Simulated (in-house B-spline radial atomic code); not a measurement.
Whole-atom quantities along the 6-electron series, configuration [He] 2s2 2p2. Breit and QED terms are first order and not part of the total energy; the density at the nucleus is averaged over the nuclear charge. Computed with an all-electron radial atomic-structure program (B-spline basis): Dirac-Hartree-Fock, average of the configuration, finite nuclei.

| ion | Z | E/Z² (Eh) | Σ<r²> (bohr²) | n(0)/Z³ (bohr⁻³) | Lamb diamagnetic shielding (ppm) | repulsion over attraction | Breit energy (eV) | self-energy (eV) | vacuum polarisation (eV) | Dirac less non-relativistic energy (Eh) |
| --- | --- | --- | --- | --- | --- | --- | --- | --- | --- | --- |
| C | 6 | -1.0466 | 14.045 | 0.59906 | 260.74 | 0.14467 | 0.075331 | 0.047145 | -0.0020622 | -0.016343 |
| N+ | 7 | -1.0996 | 7.827 | 0.61656 | 314.46 | 0.13052 | 0.12695 | 0.083962 | -0.0038884 | -0.031804 |
| O2+ | 8 | -1.1423 | 5.0705 | 0.63181 | 368.07 | 0.11793 | 0.19865 | 0.13786 | -0.0067207 | -0.056495 |
| F3+ | 9 | -1.1772 | 3.5719 | 0.64537 | 421.67 | 0.10716 | 0.29381 | 0.21279 | -0.01087 | -0.093568 |
| Ne4+ | 10 | -1.2062 | 2.6588 | 0.65791 | 475.31 | 0.098014 | 0.41577 | 0.31292 | -0.016689 | -0.14665 |
| Mg6+ | 12 | -1.2515 | 1.6424 | 0.68129 | 582.77 | 0.083488 | 0.75366 | 0.60627 | -0.034945 | -0.3178 |
| Al7+ | 13 | ? | ? | ? | ? | ? | ? | ? | ? | ? |
| Si8+ | 14 | -1.2855 | 1.1162 | 0.70353 | 690.57 | 0.072578 | 1.2395 | 1.0544 | -0.06511 | -0.60862 |
| P9+ | 15 | -1.2995 | 0.94353 | 0.71448 | 744.63 | 0.068099 | 1.5463 | 1.3486 | -0.085968 | -0.81314 |
| S10+ | 16 | -1.3119 | 0.80803 | 0.72547 | 798.81 | 0.064128 | 1.9004 | 1.696 | -0.11146 | -1.0657 |
| Cl11+ | 17 | ? | ? | ? | ? | ? | ? | ? | ? | ? |
| Ar12+ | 18 | -1.3333 | 0.61181 | 0.74779 | 907.55 | 0.057406 | 2.7642 | 2.5714 | -0.17892 | -1.7434 |
| K13+ | 19 | ? | ? | ? | ? | ? | ? | ? | ? | ? |
| Ca14+ | 20 | -1.351 | 0.4791 | 0.7717 | 1016.89 | 0.051937 | 3.8584 | 3.7228 | -0.27313 | -2.7047 |
| Sc15+ | 21 | -1.3588 | 0.42831 | 0.78392 | 1071.8 | 0.049569 | 4.5007 | 4.4155 | -0.33222 | -3.3135 |
| Ti16+ | 22 | -1.366 | 0.38514 | 0.79667 | 1126.89 | 0.047403 | 5.2112 | 5.1937 | -0.40042 | -4.0205 |
| V17+ | 23 | -1.3728 | 0.34813 | 0.81012 | 1182.16 | 0.045416 | 5.9934 | 6.063 | -0.47867 | -4.836 |
| Cr18+ | 24 | -1.3791 | 0.31616 | 0.82378 | 1237.63 | 0.043585 | 6.851 | 7.0292 | -0.56791 | -5.7707 |
| Mn19+ | 25 | -1.385 | 0.28836 | 0.83778 | 1293.31 | 0.041894 | 7.7874 | 8.0983 | -0.66915 | -6.8359 |
| Fe20+ | 26 | -1.3907 | 0.26402 | 0.85256 | 1349.2 | 0.040326 | 8.8065 | 9.2763 | -0.78347 | -8.0437 |
| Co21+ | 27 | -1.396 | 0.2426 | 0.86771 | 1405.32 | 0.03887 | 9.9118 | 10.569 | -0.91199 | -9.4066 |

Task: Fill in the row of Al7+.

Result: E/Z² (Eh): -1.2696; Σ<r²> (bohr²): 1.3413; n(0)/Z³ (bohr⁻³): 0.69255; Lamb diamagnetic shielding (ppm): 636.62; repulsion over attraction: 0.077666; Breit energy (eV): 0.97637; self-energy (eV): 0.80863; vacuum polarisation (eV): -0.048287; Dirac less non-relativistic energy (Eh): -0.44553.

Task: Fill in the row of Cl11+.

Result: E/Z² (Eh): -1.3231; Σ<r²> (bohr²): 0.69974; n(0)/Z³ (bohr⁻³): 0.73645; Lamb diamagnetic shielding (ppm): 853.11; repulsion over attraction: 0.060585; Breit energy (eV): 2.3052; self-energy (eV): 2.1019; vacuum polarisation (eV): -0.14221; Dirac less non-relativistic energy (Eh): -1.3732.

Task: Fill in the row of K13+.

Result: E/Z² (Eh): -1.3425; Σ<r²> (bohr²): 0.53942; n(0)/Z³ (bohr⁻³): 0.75967; Lamb diamagnetic shielding (ppm): 962.14; repulsion over attraction: 0.054537; Breit energy (eV): 3.2807; self-energy (eV): 3.1099; vacuum polarisation (eV): -0.2223; Dirac less non-relativistic energy (Eh): -2.1844.

Task: With what power of Z does the column «vacuum polarisation (eV)» change over this range?

Result: A fit of the logarithm of its size against log Z from Z = 6 to 27 has slope 4.04.
